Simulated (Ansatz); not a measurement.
```yaml
crystal:
  periodic: [false, false, false]
  atoms:
    - {symbol: C, position_ang: [-0.547072, -0.178495, -0.599455]}
    - {symbol: Ga, position_ang: [0.289704, 1.151343, 0.762914]}
    - {symbol: Ga, position_ang: [0.873764, -1.119445, 0.333302]}
    - {symbol: H, position_ang: [-0.852647, -0.240448, -1.644076]}
    - {symbol: H, position_ang: [-1.461779, -0.103847, 0.023969]}
    - {symbol: H, position_ang: [-0.201217, 2.618781, 1.052463]}
    - {symbol: H, position_ang: [1.960548, -2.195889, 0.025284]}
basis:
  gaussian: {orbitals: def2-mTZVP, fitting: {mean_field: def2-universal-jkfit}}
total_charge: -1
magnetization: {spin_polarized: false, initial_magnetization: 1}
hamiltonian: {xc: {name: wB97X}}
scf: {lower_state_search: light}
output: {forces: true}
```

```sh
$ ansatz run in.yaml --threads 2 --pin off --events-out ev --progress --plain --max-ram 4352MiB
```

Output, abridged:

```
Functional definition: wB97X
679 factors; integrals over basis functions are off by at most 6.3e-1 eV
679 factors; integrals over basis functions are off by at most 1.0e-6 eV
mean field evaluation 1: about -105856.3013 eV, gradient 3.9e1 eV
mean field evaluation 2: about -105856.3016 eV, gradient 3.9e1 eV
mean field evaluation 4: about -105858.6147 eV, gradient 2.4e0 eV
mean field evaluation 8: about -105858.6615 eV, gradient 1.9e-1 eV
mean field evaluation 16: about -105858.6624 eV, gradient 1.8e-3 eV
mean field -105858.66239735 eV, -3890.2340895239 hartree, gradient 2.6e-5 eV, S^2 0.750000; 2 other end points of the search recorded, 0 dependent functions left out
reference -105858.66237166 eV, -3890.2340885799 hartree; 37, 36 occupied and 66, 67 virtual orbitals, 679 factors
Total energy: -105858.66237166 eV, -3890.2340885799 hartree
Atom 0 at    -0.547072    -0.178495    -0.599455 Å, force    -1.295863     0.240498     0.014416 eV/Å
Atom 1 at     0.289704     1.151343     0.762914 Å, force     1.343211    -0.491029    -0.271874 eV/Å
Atom 2 at     0.873764    -1.119445     0.333302 Å, force    -0.137537     0.540399     1.031923 eV/Å
Atom 3 at    -0.852647    -0.240448    -1.644076 Å, force     0.141450     0.367531    -0.211597 eV/Å
Atom 4 at    -1.461779    -0.103847     0.023969 Å, force    -0.009688    -0.741714    -0.442869 eV/Å
Atom 5 at    -0.201217     2.618781     1.052463 Å, force    -0.282512     0.233449     0.081341 eV/Å
Atom 6 at     1.960548    -2.195889     0.025284 Å, force     0.240940    -0.149134    -0.201340 eV/Å
Dipole moment:    -0.141876    -0.075820    -0.104574 e Å
```

Hardware: 2 threads of an Arm Neoverse V2 on a shared host. Wall time 11 s, peak host memory 0.49 GiB.
